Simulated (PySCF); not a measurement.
Atom-mapped SMILES (the numbers label the heavy atoms): `[CH3:1][Si@@H:2]([SiH3:3])[Si@@H:4]([CH3:5])[SiH3:6]`. Each H is labelled by its parent atom.

- GIAO PBE0/pcSseg-1 shieldings
- structure optimised with GFN2-xTB
- code: PySCF
- no relativistic terms, one computed conformer, fast rotation and ring inversion assumed for equivalent nuclei, no solvent

δ = σ(ref) − σ, references computed at the same level: $^{13}$C (σref 186.93), $^{1}$H (σref 31.72), $^{29}$Si (σref 349.16) vs TMS.

| atoms | nucleus | count | δ (ppm) |
| --- | --- | --- | --- |
| Si3/Si6 | $^{29}$Si | 2 | ? |
| H(Si2)/H(Si4) | $^{1}$H | 2 | ? |
| Si2/Si4 | $^{29}$Si | 2 | -80.8 |
| H(Si3)/H(Si6) | $^{1}$H | 6 | 3.44 |
| C1/C5 | $^{13}$C | 2 | -7.0 |
| H(C1)/H(C5) | $^{1}$H | 6 | 0.20 |

Q: Complete the table.

A: 
- H(Si2)/H(Si4): 4.21 ppm, hydrogen on a silicon bonded to C, 2 Si
- Si3/Si6: -116.6 ppm, silicon bonded to Si, 3 H

Shifts are as computed. Against solution values, carbons near 30 ppm lie about +3 ppm off and those near 130 ppm about +5 ppm. Of 1211 compounds with measured shifts, 218 miss one by over three times the rms of a fit or turn the order of signals round; such compounds aren't used in these exercises.
